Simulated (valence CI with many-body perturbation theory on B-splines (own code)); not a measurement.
**Ho LXI: E2, E3, M1, M2 decay**

Calculated by relativistic CI+MBPT: five valence electrons over a frozen Dirac-Fock core [He], radial functions for each j: 9 s, 9 p, 8 d, 6 f, 3 g, 1 h, with the one-electron correlation potential Σ1, the two-electron term Σ2, the three-electron term Σ3, Breit, model QED; selected CI, second order for the rest (own B-spline code, finite nucleus).

No measured spectrum was set against this ion. As an estimate, large intervals hold to a few tenths of a per cent, small ones and those within an open d or f shell to about a per cent. Among the levels kept, up to 1100 cm⁻¹ of a level comes from second order outside the variational space, and about a tenth of that is noise between levels of different J, which matters for small intervals.

Lines 1 to 50 of 50 in falling wavelength, among levels below 651.88 Ry, chosen from the decays that carry over 1 % of a level's rate. Wavelengths and rates use the calculated energies. Electric multipoles are in the length gauge, E1 and E2 with the static RPA response of the core. Weak lines are less certain than strong ones. Lines between different terms over intervals too small for the method are left out, as are lines whose strength nearly cancels. The highest levels of a list are the least certain.

Levels are named by their leading jj configuration (3d3/2^4 stands for four electrons in 3d with j = 3/2), which in mixed levels can hold well under half, so a name can repeat and another be missing. Letters in brackets count levels of one name in rising energy.

```tsv
λ vac (Å)	Upper	Lower	Type	A (s⁻¹)	Branch %
14.18	(2s^2 2p1/2 2p3/2^2) J=3/2	(2s^2 2p1/2^2 2p3/2) J=3/2	M1	6.38e+09	99.9
14.15	(2s^2 2p3/2^3) J=3/2	(2s^2 2p1/2 2p3/2^2) J=1/2	M1	1.58e+09	7.1
13.83	(2s^2 2p1/2 2p3/2^2) J=5/2	(2s^2 2p1/2^2 2p3/2) J=3/2	M1	1.06e+09	97.7
13.83	(2s^2 2p1/2 2p3/2^2) J=5/2	(2s^2 2p1/2^2 2p3/2) J=3/2	E2	2.53e+07	2.3
13.47	(2s^2 2p3/2^3) J=3/2	(2s^2 2p1/2 2p3/2^2) J=5/2	M1	1.81e+09	8.1
13.17	(2s^2 2p1/2 2p3/2^2) J=1/2	(2s^2 2p1/2^2 2p3/2) J=3/2	M1	3.67e+09	99.4
13.15	(2s^2 2p3/2^3) J=3/2	(2s^2 2p1/2 2p3/2^2) J=3/2	M1	7.25e+09	32.6
1.715	(2s^2 2p1/2 2p3/2 3p1/2) J=3/2 [a]	(2s^2 2p1/2 2p3/2^2) J=1/2	E2	1.51e+11	12.4
1.712	(2s^2 2p1/2 2p3/2 3p1/2) J=5/2	(2s^2 2p1/2 2p3/2^2) J=1/2	E2	2.82e+11	17.5
1.706	(2s^2 2p1/2 2p3/2 3p1/2) J=1/2	(2s^2 2p1/2 2p3/2^2) J=5/2	E2	3.11e+11	28.5
1.703	(2s^2 2p1/2 2p3/2 3p1/2) J=3/2 [b]	(2s^2 2p1/2 2p3/2^2) J=1/2	E2	1.27e+11	4.2
1.703	(2s^2 2p1/2^2 3p1/2) J=1/2	(2s^2 2p1/2^2 2p3/2) J=3/2	E2	1.48e+12	90.4
1.703	(2s^2 2p1/2^2 3p1/2) J=1/2	(2s^2 2p1/2^2 2p3/2) J=3/2	M1	1.81e+10	1.1
1.701	(2s^2 2p1/2 2p3/2 3p1/2) J=5/2	(2s^2 2p1/2 2p3/2^2) J=5/2	E2	8.42e+11	52.4
1.700	(2s^2 2p1/2 2p3/2 3p1/2) J=1/2	(2s^2 2p1/2 2p3/2^2) J=3/2	E2	4.66e+11	42.7
1.700	(2s^2 2p1/2 2p3/2 3p1/2) J=1/2	(2s^2 2p1/2 2p3/2^2) J=3/2	M1	1.56e+10	1.4
1.699	(2s^2 2p1/2 2p3/2 3p1/2) J=3/2 [a]	(2s^2 2p1/2 2p3/2^2) J=3/2	E2	9.12e+11	75.1
1.696	(2s^2 2p1/2 2p3/2 3p1/2) J=5/2	(2s^2 2p1/2 2p3/2^2) J=3/2	E2	2.09e+11	13.0
1.693	(2s^2 2p1/2 2p3/2 3p1/2) J=3/2 [b]	(2s^2 2p1/2 2p3/2^2) J=5/2	E2	8.30e+11	27.1
1.688	(2s^2 2p1/2 2p3/2 3p1/2) J=3/2 [b]	(2s^2 2p1/2 2p3/2^2) J=3/2	E2	5.30e+10	1.7
1.653	(2s^2 2p1/2 2p3/2 3p3/2) J=3/2 [a]	(2s^2 2p1/2 2p3/2^2) J=1/2	E2	4.69e+10	1.3
1.648	(2s 2p1/2^2 2p3/2 3p3/2) J=7/2	(2s 2p1/2^2 2p3/2^2) J=5/2	E2	4.85e+11	8.5
1.647	(2s^2 2p1/2 2p3/2 3p3/2) J=3/2 [b]	(2s^2 2p1/2 2p3/2^2) J=1/2	E2	2.38e+11	2.3
1.646	(2s^2 2p1/2 2p3/2 3p3/2) J=5/2 [b]	(2s^2 2p1/2 2p3/2^2) J=1/2	E2	2.94e+11	13.5
1.646	(2s 2p1/2^2 2p3/2 3p3/2) J=1/2 [b]	(2s 2p1/2^2 2p3/2^2) J=3/2	E2	8.64e+11	5.8
1.645	(2s^2 2p1/2 2p3/2 3p3/2) J=5/2 [a]	(2s^2 2p1/2 2p3/2^2) J=5/2	E2	1.16e+11	2.9
1.644	(2s^2 2p1/2 2p3/2 3p3/2) J=3/2 [a]	(2s^2 2p1/2 2p3/2^2) J=5/2	E2	3.25e+11	9.2
1.642	(2s^2 2p1/2 2p3/2 3p3/2) J=7/2	(2s^2 2p1/2 2p3/2^2) J=5/2	E2	5.15e+11	26.6
1.641	(2s^2 2p1/2^2 3p3/2) J=3/2	(2s^2 2p1/2^2 2p3/2) J=3/2	E2	7.38e+11	46.0
1.640	(2s^2 2p1/2 2p3/2 3p3/2) J=5/2 [a]	(2s^2 2p1/2 2p3/2^2) J=3/2	E2	4.30e+11	10.8
1.639	(2s^2 2p1/2 2p3/2 3p3/2) J=3/2 [a]	(2s^2 2p1/2 2p3/2^2) J=3/2	E2	1.57e+11	4.4
1.639	(2s^2 2p1/2 2p3/2 3p3/2) J=1/2 [a]	(2s^2 2p1/2 2p3/2^2) J=3/2	E2	4.99e+11	1.1
1.637	(2s^2 2p1/2 2p3/2 3p3/2) J=7/2	(2s^2 2p1/2 2p3/2^2) J=3/2	E2	5.89e+10	3.0
1.632	(2s^2 2p1/2 2p3/2 3p3/2) J=1/2 [b]	(2s^2 2p1/2 2p3/2^2) J=5/2	E2	1.02e+12	12.2
1.627	(2s^2 2p1/2 2p3/2 3p3/2) J=1/2 [b]	(2s^2 2p1/2 2p3/2^2) J=3/2	E2	4.13e+11	4.9
1.626	(2s 2p1/2^2 2p3/2 3p3/2) J=1/2 [b]	(2s 2p1/2^2 2p3/2^2) J=5/2	E2	2.70e+11	1.8
1.615	(2s 2p1/2^2 2p3/2 3d5/2) J=9/2	(2s 2p1/2^2 2p3/2^2) J=5/2	M2	3.23e+10	34.6
1.615	(2s 2p1/2^2 2p3/2 3d5/2) J=9/2	(2s 2p1/2^2 2p3/2^2) J=5/2	E3	1.92e+09	2.1
1.608	(2s^2 2p1/2 2p3/2 3d5/2) J=9/2	(2s^2 2p1/2 2p3/2^2) J=5/2	M2	3.20e+10	38.4
1.608	(2s^2 2p1/2 2p3/2 3d5/2) J=9/2	(2s^2 2p1/2 2p3/2^2) J=5/2	E3	2.02e+09	2.4
1.560	(2s 2p1/2^2 2p3/2 3d5/2) J=9/2	(2s^2 2p1/2 2p3/2^2) J=5/2	E2	1.76e+09	1.9
1.470	(2s^2 2p1/2 2p3/2 3p3/2) J=5/2 [a]	(2s^2 2p1/2^2 2p3/2) J=3/2	E2	1.92e+11	4.8
1.469	(2s^2 2p1/2 2p3/2 3p3/2) J=3/2 [a]	(2s^2 2p1/2^2 2p3/2) J=3/2	E2	6.78e+11	19.2
1.468	(2s^2 2p1/2 2p3/2 3p3/2) J=7/2	(2s^2 2p1/2^2 2p3/2) J=3/2	E2	7.18e+11	37.1
1.463	(2s^2 2p1/2 2p3/2 3p3/2) J=5/2 [b]	(2s^2 2p1/2^2 2p3/2) J=3/2	E2	5.26e+11	24.1
1.460	(2s^2 2p1/2 2p3/2 3p3/2) J=1/2 [b]	(2s^2 2p1/2^2 2p3/2) J=3/2	E2	2.88e+11	3.4
1.441	(2s^2 2p1/2 2p3/2 3d5/2) J=9/2	(2s^2 2p1/2^2 2p3/2) J=3/2	E3	4.29e+09	5.2
1.412	(2s 2p1/2^2 2p3/2 3d3/2) J=5/2 [a]	(2s^2 2p1/2^2 2p3/2) J=3/2	E2	1.59e+12	1.6
1.410	(2s 2p1/2^2 2p3/2 3d3/2) J=7/2	(2s^2 2p1/2^2 2p3/2) J=3/2	E2	2.32e+12	35.0
1.399	(2s 2p1/2^2 2p3/2 3d3/2) J=5/2 [b]	(2s^2 2p1/2^2 2p3/2) J=3/2	E2	3.86e+12	9.8
```
